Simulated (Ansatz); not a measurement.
`CC[AsH][SiH3]` and `C[AsH][SiH3]` differ in one atom or group.

Ansatz, PBE0-D4/def2-TZVP geometries, multiplicity 1. Each molecule was computed in one conformer, which needn't be the lowest.

Scalar relativity is left out up to krypton.

```csv
property,`CC[AsH][SiH3]`
zero-point energy (PBE0-D4/def2-TZVP) / kJ/mol,259.2
HOMO energy (ωB97M-V/def2-TZVPP) / eV,-9.08
size of the dipole moment (B3LYP/def2-TZVPP) / D,1.09
"ideal-gas entropy at 298 K and 1 bar (rigid rotor, harmonic PBE0-D4/def2-TZVP) / J/(mol·K)",365
HOMO–LUMO gap (PBE0/def2-TZVPP) / eV,7.08
HOMO–LUMO gap (PBE/def2-TZVPP) / eV,5.24
```

Question: What does the change do to each property? (Estimate.)

Answer: Computed: 
```tsv
property	`C[AsH][SiH3]`	shift
zero-point energy (PBE0-D4/def2-TZVP) / kJ/mol	183.7	-75.5
HOMO energy (ωB97M-V/def2-TZVPP) / eV	-9.12	-0.04
size of the dipole moment (B3LYP/def2-TZVPP) / D	0.90	-0.19
ideal-gas entropy at 298 K and 1 bar (rigid rotor, harmonic PBE0-D4/def2-TZVP) / J/(mol·K)	332	-33
HOMO–LUMO gap (PBE0/def2-TZVPP) / eV	7.13	0.05
HOMO–LUMO gap (PBE/def2-TZVPP) / eV	5.29	0.05
```

The zero-point energy changes by -75.5 kJ/mol with -9 modes. Dipoles are sizes alone; their direction can turn. Modes under 60 cm⁻¹, often nearly free rotors, make the harmonic entropy too high.

B3LYP here is the variant with VWN-RPA as its local correlation; programs differ in this.
